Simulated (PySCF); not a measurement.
Spin states and ions at one geometry of [Ta3]+

PySCF 2.14.0, UKS TPSS, Ta def2-SVP with ECP60; non-relativistic Hamiltonian with scalar-relativistic core potentials where named; density fitting; no spin-orbit coupling; singlets restricted, open shells unrestricted. The geometry is relaxed for charge +1, triplet, vacuum:

```xyz
3

Ta    1.4468    0.0303    0.0000
Ta   -0.6997    1.2091    0.0000
Ta   -0.7471   -1.2394    0.0000
```

Energies count from the relaxed state; an electron taken off or put on is at rest in vacuum. Charges and spins are Mulliken's.

Task: Order these states by energy, lowest first.
A. charge +1, triplet, vacuum
B. charge +2, doublet, vacuum
C. charge +2, quartet, vacuum
D. charge +1, quintet, vacuum
E. charge +1, singlet, vacuum
F. charge 0, quartet, vacuum
G. charge 0, doublet, vacuum

Result: G (-5.60 eV), F (-5.55 eV), A (0.00 eV), D (0.13 eV), E (0.39 eV), C (10.78 eV), B (11.05 eV).

Task: How do charge and spin on the first atom follow?

Result: 
```
                     state  spin squared  charge on Ta1 (e)  spin on Ta1 (e)  dipole about the centre of mass (D)
charge +1, triplet, vacuum          2.10               0.35             1.13                                 0.20
charge +1, singlet, vacuum          0.00               0.34             0.00                                 0.38
charge +1, quintet, vacuum          6.02               0.32             1.46                                 0.04
charge +2, doublet, vacuum          1.79               0.69             0.82                                 0.05
charge +2, quartet, vacuum          3.76               0.68             1.03                                 0.09
 charge 0, doublet, vacuum          1.27               0.01             1.04                                 0.19
 charge 0, quartet, vacuum          3.83              -0.03             1.52                                 0.31
```

With an electron taken off (quartet, the lower of the two states computed) the charges change, summed by element, by Ta +1.00 e. The vertical ionisation energy is 10.78 eV, against −ε(HOMO) = 8.32 eV over both spins of the relaxed state. The level lies 2.5 eV too high, as is usual for semilocal functionals and global hybrids, which keep a self-interaction error.

With an electron put on (doublet, the lower of the two states computed) the charges change, summed by element, by Ta -1.00 e. The vertical electron affinity is 5.60 eV, against −ε(LUMO) = 7.89 eV over both spins of the relaxed state.

Open shells may have lower solutions than those found. Hard to converge, so the more doubtful: charge +1, singlet, vacuum; charge +2, quartet, vacuum. Spin squared well over S(S+1) tells of spin contamination.

No frequency check is given that shows the relaxed geometry to be a minimum.
